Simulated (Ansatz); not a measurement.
Q: Name a neutral molecule of Br, Sb with HOMO–LUMO gap (ωB97M-V/def2-TZVPP) between 9.50 and 9.80 eV and HOMO energy (PBE/def2-TZVPP) between -7.35 and -7.05 eV (Ansatz, PBE0-D4/def2-TZVP geometry).

A: `[Br][Sb]([Br])[Br]` (9.76 eV, -7.06 eV). Other molecules can fit too; these were computed, each in one conformer that needn't be the lowest.
